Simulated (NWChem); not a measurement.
System: C$_{2}$H$_{7}$OS cation; SMILES [OH+]=S(C)C

Input file for NWChem:

```
start job
memory heap 200 mb stack 900 mb global 1100 mb
charge 1
geometry units angstroms noautosym nocenter noautoz
  C     -0.774423    -0.282528    -1.394869
  S      0.051266     0.454702     0.000000
  C     -0.774423    -0.282528     1.394869
  O      1.437914    -0.380884     0.000000
  H     -0.237584     0.045978    -2.295813
  H     -1.802944     0.109528    -1.413123
  H     -0.760278    -1.377178    -1.296863
  H     -0.760278    -1.377178     1.296863
  H     -0.237584     0.045978     2.295813
  H     -1.802944     0.109528     1.413123
  H      2.195882     0.231025     0.000000
end
basis spherical
  C library def2-svp
  S library def2-svp
  O library def2-svp
  H library def2-svp
end
dft
  xc b3lyp
  iterations 150
end
property
  efieldgrad
end
task dft property
```

The geometry was optimised at PBE0/def2-SVP.

Vzz is the largest principal value of the second derivative of the potential at the nucleus (NWChem prints the opposite sign); η is the asymmetry. Non-relativistic.

Atoms are numbered as in the input.

Q: Give the results of this calculation. (B3LYP/def2-SVP.) Quantities: Vzz S2 (a.u.); η S2; Vzz O4 (a.u.); η O4.

A: 
```json
{
  "Vzz S2 (a.u.)": "-2.313",
  "η S2": "0.82",
  "Vzz O4 (a.u.)": "1.806",
  "η O4": "0.97"
}
```
